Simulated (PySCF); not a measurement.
Ge(Me)(Vi)(OMe)2, C5H12GeO2, SMILES C=[CH][Ge]([CH3])([O]C)[O]C, singlet at its GFN2-xTB optimised geometry (Å):

```
20

C      1.8174     1.2612     0.0753
C      1.0690     0.1760     0.0000
Ge    -0.9226     0.1760     0.0000
C     -1.8398     1.9385     0.0000
O     -1.4523    -0.8963    -1.3378
C     -1.0724    -0.7773    -2.6873
O     -1.5945    -0.6339     1.4133
C     -1.5978    -2.0233     1.6680
H      2.8972     1.2171     0.0804
H      1.3829     2.2459     0.1392
H      1.5397    -0.7984    -0.0608
H     -1.4286     2.5931    -0.7626
H     -2.8972     1.7880    -0.1948
H     -1.7277     2.4092     0.9701
H     -1.3417    -1.7132    -3.1810
H      0.0029    -0.6141    -2.7976
H     -1.6011     0.0453    -3.1753
H     -0.6305    -2.3522     2.0568
H     -2.3652    -2.2068     2.4222
H     -1.8340    -2.5931     0.7686
```

Computed with B3LYP/def2-SVP (PySCF). Cells within 0.4 Å of a nucleus heavier than hydrogen are left out (blank, or x).

Map of the deformation density (molecule minus spherical neutral atoms) (e/bohr³) on the plane z = 0.0 Å:

```
|111111111111111111111111111|
|111111000000011100111111111|
|111100000000000000000111111|
|111000000000000000000011111|
|100000000000000000000000111|
|100000000000000000000000011|
|000000000100000000000000001|
|00000121x300000024200000000|
|00000166xx00000048301000000|
|000001444421000015x44100000|
|00000011243100001xx78200000|
|000000001210011169312000000|
|1000000000xx034xx5100000000|
|1000000000xx034xx2000000001|
|110000000000011267100000001|
|110000000000000147100000011|
|110000000000000000000000111|
|111000000000000000000000111|
|111000000000000000000001111|
|111000000000000000000011111|
|111000000000000000000111111|
|111000000000000000001111111|
|111000000000000111111111111|
|111100000000001111111111111|
|111110000000011111111111111|
|111111000000111111111111111|
|111111111111111111111111111|
```
Scale: ten equal steps from -0.013 (start of '0') to 0.114 (end of '9'), in the order '0123456789'; x runs from -5.00 to 5.00, y from -5.00 (bottom) to 5.00 (top).
